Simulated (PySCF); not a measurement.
Tl: ionisation energy

Tl [Xe] 4f14 5d10 6s2 6p1 [6p1/2^1, M_J = 1/2] → Tl⁺ [Xe] 4f14 5d10 6s2, as a difference of total energies. All numbers are calculated (PySCF 2.14, the two-component X2C-1e Hamiltonian, in x2c-TZVPPall-2c with one added diffuse shell each of s, p, d, f type (12s12p10d4f, 126 functions)). Correlated levels: [Xe] 4f14 frozen; the 54 highest virtual spinors dropped. "Screened" scales the spin-orbit matrix elements by Boettger's factors to mimic the two-electron term; Breit and QED terms are absent.

```
                        method  ionisation energy (eV)  error (eV)
     GHF (screened spin-orbit)                   5.698      -0.410
    GMP2 (screened spin-orbit)                   5.899      -0.209
   GCCSD (screened spin-orbit)                   5.915      -0.193
GCCSD(T) (screened spin-orbit)                   5.931      -0.177
```

Reference: 6.108 eV (measured; NIST Atomic Spectra Database, ionization energies).

Errors of the correlated levels include the incompleteness of this basis and the frozen core.
